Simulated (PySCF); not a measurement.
A PySCF script (with the pyscf-properties extension) for the NMR shieldings of SMILES [SiH3]CP=C=O, C₂H₅OPSi, on a GFN2-xTB geometry:

```python
import basis_set_exchange as bse
import numpy as np
from pyscf import gto, dft
from pyscf.prop import nmr

atoms = """
O     2.944360   -0.432181    0.732499
C     2.182655    0.163072    0.083965
P     1.288401    1.076107   -0.943075
C    -0.370803    0.930782   -0.078208
Si   -1.054817   -0.853020   -0.036022
H    -1.033597    1.583666   -0.647751
H    -0.277318    1.358065    0.919571
H    -1.108127   -1.369111   -1.402497
H    -0.167956   -1.666650    0.795963
H    -2.393917   -0.786077    0.553027
"""
names = dict.fromkeys(["O", "C", "P", "Si", "H"], "pcSseg-1")
basis = {el: gto.basis.parse(bse.get_basis(n, elements=[el], fmt="nwchem")) for el, n in names.items()}
mol = gto.M(atom=atoms, basis=basis, charge=0, verbose=0)
mf = dft.RKS(mol, xc="PBE0")
mf.grids.level = 2
mf.grids.alignment = dft.numint.BLKSIZE   # the property module wants whole blocks of grid points
mf.conv_tol = 1e-9
mf.kernel()

calc = nmr.RKS(mf)   # GIAO
C = mf.mo_coeff
Co = C[:, mf.mo_occ > 0]
resp = mf.gen_response(singlet=True, hermi=2)
def vind(x):   # induced exchange potential for any number of trial vectors
    d = np.einsum("pi,xij,qj->xpq", C, 2 * x.reshape(-1, C.shape[1], Co.shape[1]), Co, optimize=True)
    return np.einsum("xpq,pi,qj->xij", resp(d - d.transpose(0, 2, 1)), C, Co, optimize=True).ravel()
mo1, _ = nmr.rhf.solve_mo1(calc, with_cphf=vind)
sigma = calc.kernel(mo1)
for i, s in enumerate(sigma):   # ppm
    print("%2d %-2s %9.2f" % (i, mol.atom_pure_symbol(i), np.trace(s) / 3))
```

Question: What are the results?

Answer: 
```
 0 O    -128.02
 1 C     -33.29
 2 P     563.23
 3 C     202.43
 4 Si    417.16
 5 H      31.75
 6 H      30.18
 7 H      27.68
 8 H      27.89
 9 H      27.37
```

These numbers come from an equivalent density-fitted implementation of the same equations, which agrees with the script to about 0.01 ppm for H and up to a few tenths of a ppm for heavy atoms, so last digits may differ.

Question: Turn these shieldings into chemical shifts. References, each an isolated molecule treated in the same way: 17O (σref 336.08) against H2O; 13C (σref 186.93), 29Si (σref 349.16), 1H (σref 31.72) vs TMS; 31P (σref 318.38) against H3PO4.

Answer: Averaging equivalent atoms: O 0: 464.1; C 1: 220.2; C 3: -15.5; P 2: -244.9; Si 4: -68.0; H 7/8/9: 4.07; H 5/6: 0.75 ppm. Unscaled 17O shifts of doubly bonded oxygen tend to come out too high, by tens of ppm or more. Experimental scales use liquid or dissolved standards, which lie at an offset from isolated H2O (liquid H2O: subtract about 36 ppm) and H3PO4.

Size and cost of the density-fitted run: 124 basis functions, about 30 core-seconds.
